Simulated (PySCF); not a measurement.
# Where the electron goes

Compound: C5H6N2O2.
Z-matrix (Å and degrees, GFN2-xTB geometry), rows numbered from 1:
```
C 
C   1  1.4998
O   2  1.2056  1  125.42
O   2  1.3439  1  110.26  3  -179.96
C   4  1.3567  2  122.36  1   179.87
N   5  1.3037  4  122.18  2  -179.80
C   6  1.3604  5  105.18  4   179.99
C   7  1.3635  6  110.33  5    -0.00
N   5  1.3561  4  125.24  2     0.18
H   1  1.0853  2  109.67  3    -0.16
H   1  1.0873  2  109.47  3  -121.14
H   1  1.0873  2  109.42  3   120.77
H   7  1.0703  6  120.25  5   179.96
H   8  1.0695  7  132.10  6   179.98
H   9  1.0106  5  125.23  4     0.03
```

Method used: TDDFT CAM-B3LYP/def2-SVPD, vertical, gas phase, core orbitals frozen in the response (PySCF 2.14.0, density-fitted response routines).

Kohn–Sham orbitals with the atoms that hold most of them (Löwdin shares over 4%, at most four atoms; ? is withheld):

| orbital | ε (eV) | atoms |
| --- | --- | --- |
| HOMO-3 | -10.37 | O3 65%, O4 9%, C1 9%, C2 8% |
| HOMO-2 | -9.76 | N6 36%, N9 30%, C7 16%, C5 8% |
| HOMO-1 | -9.55 | N6 67%, C7 10%, C5 9%, C8 4% |
| HOMO | ? | ? |
| LUMO | 0.48 | ? |
| LUMO+1 | 1.07 | C2 22%, C1 21%, O3 10%, C5 10% |
| LUMO+2 | 1.63 | C8 24%, H14 16%, O3 10%, H15 10% |

(1) Which atoms hold the HOMO, and with what shares?

(2) Which atoms hold the LUMO, and with what shares?

(3) What is the HOMO energy, and the HOMO–LUMO gap?

Answers

(1) C8 (bonded to C, N and H) 28%; C7 (bonded to C, N and H) 22%; C5 (bonded to 2 N and O) 16%; N6 (bonded to 2 C) 9%. By element: carbon 66% or more, nitrogen 9% or more.

(2) C2 (bonded to C and 2 O) 34%; O3 (bonded to C) 27%; O4 (bonded to 2 C) 10%; C1 (bonded to C and 3 H) 7%. By element: carbon 42% or more, oxygen 37%.

(3) ε(HOMO) = -7.84 eV; the gap is 8.32 eV (0.3059 hartree).

Question: How does S1 compare with the orbital gap of 8.32 eV?

Answer: S1 is at 5.67 eV (f = 0.229), 2.65 eV below the gap, made of HOMO→LUMO (96%). 

Next come S2 at 5.93 eV (f 0.0011), HOMO-3→LUMO (93%); S3 at 6.26 eV (f 0.0032), HOMO→LUMO+1 (65%), HOMO→LUMO+2 (29%); S4 at 6.85 eV (f 0.012), HOMO→LUMO+2 (48%), HOMO→LUMO+4 (18%), HOMO→LUMO+1 (15%); S5 at 6.91 eV (f 0.0059), HOMO-1→LUMO (66%), HOMO-1→LUMO+3 (14%), HOMO-1→LUMO+8 (9%).

Löwdin shares depend on the basis, the more so with diffuse functions.

One conformer stands for the species.
